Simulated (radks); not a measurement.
Results of a calculation; reference values are marked as such.
Si, configuration [Ne] 3s2 4s2 (not the ground configuration).

Code: a radial shooting solver on a logarithmic mesh with Libxc functionals. Model: non-relativistic Kohn-Sham, r2SCAN, spin-unpolarised, spherical densities, point nucleus; meta-GGA in the generalised Kohn-Sham scheme.

Energy parts (eV):
| part | energy |
|---|---|
| total | -7861.124 |
| kinetic | 7850.036 |
| electron-nucleus | -18616.512 |
| Hartree | 3461.074 |
| exchange-correlation | -555.722 |

Orbitals (lengths in bohr, moments of r in powers of bohr; <r^-3> diverges for s and p1/2; r(max) is where P^2 peaks):
| orbital | occ. | eigenvalue (eV) | r(max) | <r^-3> | <r> |
|---|---|---|---|---|---|
| 1s | 2 | -1803.145 | 0.07300 | - | 0.1116 |
| 2s | 2 | -153.1008 | 0.4551 | - | 0.5669 |
| 2p | 6 | -107.9899 | 0.3888 | 47.99 | 0.5360 |
| 3s | 2 | -18.2415 | 1.710 | - | 1.994 |
| 3p | 0 | -10.0950 | 1.928 | 3.474 | 2.356 |
| 4s | 2 | -2.7431 | 5.190 | - | 5.806 |
| 3d | 0 | -1.3778 | 3.575 | 0.06249 | 4.691 |

The highest occupied level is 4s at -2.743 eV. The configuration is held as typed, so some empty levels lie below it. The density falls to 0.001 e/bohr^3 at r = 5.86 bohr. Summed over all electrons, <r^2> = 87.70 bohr^2, which gives a Langevin (diamagnetic) susceptibility term of -69.5 x 10^-6 cm^3/mol. The electron density at the nucleus is 1771 e/bohr^3.
